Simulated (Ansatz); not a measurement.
The cluster Si9⁻, relaxed as a doublet with UKS PBE-D4/def2-SVP in Ansatz, starting from the GFN2-xTB geometry. Force threshold 0.03 eV/Å.

The relaxation made no stability test and no search for a lower SCF solution. Another isomer (doublet) lies 0.21 eV lower at PBE0-D4/def2-TZVPD; other spin states weren't run for this one.

Start:

```
atom   x (Å)   y (Å)   z (Å)
 Si1  -3.078   0.673   0.534
 Si2   3.208   0.429  -0.431
 Si3   2.330   2.328   0.270
 Si4  -1.365  -2.952  -0.311
 Si5  -2.958  -1.456  -0.017
 Si6   0.782  -2.915  -0.816
 Si7  -1.789   2.447   0.711
 Si8   0.294   3.129   0.525
 Si9   2.575  -1.683  -0.465
```

Task: Estimate the energy that the relaxation releases and the steps that it takes.

Result: 6.94 eV, in 35 steps; 2.9 min on 4 threads of Arm Neoverse V1 on a shared host. No frequencies were taken in this run, so the end may be a saddle point.

Task: Does the start keep its bonding and symmetry?

Result: Bonds formed: Si1–Si4, Si1–Si9, Si2–Si6, Si2–Si8, Si4–Si9, Si8–Si9 (atoms count from 1). Point group C2 at the start, Cs at the end, both within 0.05 Å.

Task: Predict the relaxed structure.

Result: 
```xyz
9

Si   -1.688    0.026    0.542
Si    1.773   -0.037   -0.768
Si    2.010    2.191   -1.161
Si   -0.601   -1.663   -0.781
Si   -2.760   -1.078   -1.186
Si    1.592   -2.323   -0.283
Si   -1.419    2.060    1.678
Si    0.584    1.580    0.556
Si    0.510   -0.756    1.403
```
Bond lengths: 15 × Si–Si 2.27 to 2.61 Å.
